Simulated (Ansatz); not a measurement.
Isolated molecules relaxed with PBE0-D4/def2-TZVP in Ansatz; ΔE leaves out vibrations. CCSD(T)/CBS adds triple-zeta CCSD(T) − MP2 to the extrapolated MP2 energy (def2 sets, frozen cores). DFT in def2-TZVPP. B3LYP here is the variant with VWN-RPA as its local correlation; programs differ in this. Elements past krypton have def2 core potentials. For Sn outer-core shells are correlated without core-valence functions, which leaves a few kJ/mol of doubt a bond. One conformer a species, not always the lowest.

`O[SiH2][AlH][SnH3]` + `FCC1=CC1` → `O[SiH2][AlH][F]` + `[SnH3][CH2]C1=CC1`  (formal exchange of groups at the Al–Sn bond)

| level | ΔE (eV) |
| --- | --- |
| PBE0-D4 | -2.08 |
| ωB97X-V | -2.18 |
| PBE | -2.03 |
| r2SCAN | -2.18 |
| B3LYP | -2.17 |
| CCSD/def2-TZVPP | -2.27 |
| MP2/def2-QZVPP | -2.52 |
| MP2/CBS(def2) | -2.52 |

(1) What does CCSD(T)/CBS give? (Estimate.)

Largest T1 diagnostic among the species: 0.014.

## Answers

(1) The calculation gave: -2.32 eV. The listed levels differ from it by 0.24, 0.14, 0.29, 0.14, 0.15, 0.05, -0.20, -0.20 eV.

From PBE to PBE0 (25 % exact exchange), in def2-TZVPP and without D4, ΔE moves by −0.03 eV. The D4 term adds −0.04 eV with B3LYP and −0.02 eV with PBE0; it sums over pairs of atoms, weighted by their polarisabilities, and B3LYP, whose exchange is more repulsive, gets the larger term.

CCSD(T)/CBS has its own doubt, a few kJ/mol and more with outer-core shells, so smaller differences from it don't rank the levels.
